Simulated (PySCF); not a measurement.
A structure optimised at PBE-D3(BJ)/def2-SVP, used in a PySCF frequency run:

```xyz
9

Si     0.3765    -0.2011     1.0749
Br     0.6910     0.2707    -1.1019
O     -1.1561    -0.7965     1.3423
C     -2.3469    -0.0722     1.0764
H      1.3180    -1.2868     1.4769
H      0.6065     1.0831     1.8207
H     -2.3821     0.8924     1.6329
H     -3.2086    -0.6906     1.3980
H     -2.4570     0.1477    -0.0088
```

Task: Write its SMILES and formula.

Result: CO[SiH2]Br, CH5BrOSi

Task: What are its rotational constants (standard atomic weights)?

Result: 7.4710, 1.7121, 1.4604 GHz
